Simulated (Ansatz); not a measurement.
Consider the ligand exchange at the Al–F bond: `C[CH2][Al]([F])[Cl]` + HCl → `C[CH2][Al]([Cl])[Cl]` + H–F.

Program: Ansatz. Geometries: PBE0-D4/def2-TZVP. ΔE: electronic, gas phase. CBS: MP2 limit from def2 TZ/QZ plus the TZ coupled-cluster correction, frozen cores. This one scheme is used for every species. DFT in def2-TZVPP. B3LYP here is the variant with VWN-RPA as its local correlation; programs differ in this. HSE06 is defined as in plane-wave codes. One conformer a species, not always the lowest.

| level | ΔE (kJ/mol) | difference from CCSD(T)/CBS |
| --- | --- | --- |
| LDA (SPW92) | 20.9 | 1.8 |
| PBE-D4 | 18.5 | -0.6 |
| revPBE-D4 | 16.8 | -2.3 |
| BLYP-D4 | 27.5 | 8.4 |
| r2SCAN-D4 | 21.8 | 2.7 |
| B97M-V | 24.8 | 5.7 |
| PBE0-D4 | 14.9 | -4.2 |
| B3LYP-D4 | 24.4 | 5.3 |
| r2SCANh-D4 | 20.3 | 1.2 |
| r2SCAN0-D4 | 18.2 | -0.9 |
| HSE06-D4 | 14.3 | -4.8 |
| CAM-B3LYP-D4 | 28.4 | 9.3 |
| ωB97X-V | 22.7 | 3.6 |
| ωB97M-V | 21.8 | 2.7 |
| B2PLYP | 26.4 | 7.3 |
| PBE-QIDH | 16.2 | -2.9 |
| PBE | 21.6 | 2.5 |
| revPBE | 21.6 | 2.5 |
| BLYP | 33.4 | 14.3 |
| r2SCAN | 22.7 | 3.6 |
| PBE0 | 17.7 | -1.4 |
| B3LYP | 29.4 | 10.3 |
| r2SCANh | 21.2 | 2.1 |
| r2SCAN0 | 19.3 | 0.2 |
| HSE06 | 17.0 | -2.1 |
| BHLYP | 27.1 | 8.0 |
| CAM-B3LYP | 31.5 | 12.4 |
| LC-ωPBE | 24.0 | 4.9 |
| MP2/def2-SVP | 25.9 | 6.8 |
| CCSD/def2-SVP | 28.2 | 9.1 |
| HF/def2-TZVPP | 24.2 | 5.1 |
| MP2/def2-TZVPP | 18.4 | -0.7 |
| SCS-MP2/def2-TZVPP | 23.2 | 4.1 |
| CCSD(T)/def2-TZVPP | 22.3 | 3.2 |
| HF/def2-QZVPP | 26.6 | 7.5 |
| MP2/def2-QZVPP | 17.3 | -1.8 |
| SCS-MP2/def2-QZVPP | 22.0 | 2.9 |
| HF/CBS(def2) | 26.9 | 7.8 |
| MP2/CBS(def2) | 15.2 | -3.9 |
| CCSD/CBS(def2) | 20.6 | 1.5 |
| CCSD(T)/CBS | 19.1 | 0 |

Largest T1 diagnostic among the species: 0.010.

From r2SCAN to r2SCAN0 (25 % exact exchange), in def2-TZVPP and without D4, ΔE moves by −3.4 kJ/mol. Leaving LDA and LC-ωPBE aside and taking each functional with its dispersion term where it has one, the values spread over 14.1 kJ/mol, from HSE06-D4 to CAM-B3LYP-D4. At CCSD(T), def2-SVP lies +8.4 kJ/mol from the extrapolated value and def2-TZVPP +3.2 kJ/mol.

CCSD(T)/CBS has its own doubt, a few kJ/mol and more with outer-core shells, so smaller differences from it don't rank the levels.
